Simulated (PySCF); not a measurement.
Computed shifts of a molecule C4H6BNO, PySCF with B3LYP/pcSseg-1, GIAO, gas phase, atoms alike by connectivity averaged where their shifts nearly agree, in ppm (number of nuclei): ¹³C: 203.4 (1), 196.9 (1), 107.5 (1), 29.5 (1). ¹⁵N: 474.9 (1). ¹H: 8.74 (1), 6.08 (1), 4.82 (1), 2.80 (3). References: ¹³C against TMS (σ = 181.3 ppm); ¹¹B against BF3 (σ = 86.3 ppm); ¹⁷O against H2O (σ = 333.8 ppm); ¹⁵N against NH3 (σ = 265.5 ppm); ¹H against TMS (σ = 31.68 ppm), references at their B3LYP-D3(BJ)/def2-TZVP geometries, non-relativistic. Geometry optimised at PBE-D3(BJ)/def2-SVP. One conformer was computed; it need not be the lowest.

Problem. Identify the compound among the candidates.
A. C=CC#CB(N)O
B. C=C1CN=CB1O
C. NB1C=COC=C1
D. CC1=CB(O)C=N1

Solution. D, CC1=CB(O)C=N1
